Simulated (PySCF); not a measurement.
SMILES [Cl][Ge]([CH2][CH2][Al]([CH3])[CH3])([Cl])[Cl], singlet (GFN2-xTB optimised geometry):

```
19

Ge    -0.892     2.672    -0.090
Cl    -1.924     2.962     1.775
Cl     0.425     4.366    -0.330
Cl    -2.394     2.848    -1.619
C      0.001     0.820    -0.150
C     -1.008    -0.303     0.000
Al    -0.091    -2.111     0.000
C     -1.277    -3.702     0.013
C      1.898    -2.111     0.000
H      0.738     0.816     0.651
H      0.527     0.770    -1.103
H     -1.754    -0.240    -0.804
H     -1.577    -0.162     0.930
H     -1.076    -4.366     0.860
H     -2.333    -3.416     0.076
H     -1.168    -4.317    -0.886
H      2.327    -1.671     0.907
H      2.333    -1.559    -0.840
H      2.286    -3.134    -0.062
```

Computed with CAM-B3LYP/def2-SVP in PySCF.

Question: What are the frontier orbital energies and the dipole moment?

Answer: HOMO-2 -10.01 eV, HOMO-1 -9.47 eV, HOMO -8.53 eV, LUMO -0.01 eV, LUMO+1 0.26 eV; dipole moment 4.29 D.

On the same geometry PBE/def2-SVP (PySCF) gives HOMO-2 -7.19 eV, HOMO-1 -6.83 eV, HOMO -6.12 eV, LUMO -1.81 eV, LUMO+1 -1.74 eV; dipole moment 4.41 D.

Meta-Löwdin charges at CAM-B3LYP/def2-SVP: Ge1 0.82, Cl2 -0.27, Cl3 -0.27, Cl4 -0.27, C5 -0.30, C6 -0.46, Al7 0.85, C8 -0.59, C9 -0.59, H10 0.11, H11 0.11, H12 0.10, H13 0.10, H14 0.11, H15 0.11, H16 0.11, H17 0.11, H18 0.11, H19 0.11.
